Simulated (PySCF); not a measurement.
Te(F)(Me) (CH₃FTe), SMILES C[Te]F.

Geometry: PBE-D3(BJ)/def2-TZVP. The def2 effective core potentials stand for the cores of Te; spin–orbit coupling is left out.

Method: TDDFT-M06-2X/def2-SVPD in PySCF 2.14.0.

Vertical excitations.  State labels are in the subgroup Cs.

```tsv
state	symmetry	energy (eV)	λ (nm)	f	main pairs
S1	A"	2.49	499	0.000	HOMO→LUMO 97 %
S2	A"	4.70	264	0.000	HOMO→LUMO+1 82 %, HOMO→LUMO+5 14 %
S3	A'	5.53	224	0.020	HOMO−1→LUMO 93 %
S4	A"	5.64	220	0.104	HOMO→LUMO+2 94 %
S5	A'	6.43	193	0.035	HOMO→LUMO+3 99 %
S6	A"	6.52	190	0.005	HOMO→LUMO+4 88 %
S7	A"	6.64	187	0.024	HOMO→LUMO+5 75 %, HOMO→LUMO+1 13 %
S8	A'	7.70	161	0.051	HOMO→LUMO+8 48 %, HOMO−1→LUMO+1 23 %, HOMO→LUMO+9 9 %
S9	A"	7.87	158	0.049	HOMO−3→LUMO 35 %, HOMO→LUMO+6 33 %, HOMO→LUMO+7 16 %, HOMO−5→LUMO 8 %
S10	A"	7.91	157	0.099	HOMO→LUMO+7 43 %, HOMO−3→LUMO 30 %, HOMO→LUMO+6 11 %, HOMO−5→LUMO 7 %
T1	A"	1.74	713	0	HOMO→LUMO 93 %
T2	A"	4.08	304	0	HOMO→LUMO+1 72 %, HOMO→LUMO+5 25 %
T3	A'	4.68	265	0	HOMO−1→LUMO 90 %
T4	A"	5.63	220	0	HOMO→LUMO+2 93 %
```
Triplets are in the Tamm–Dancoff approximation, which puts them higher than full response would, so one can lie above its singlet here.
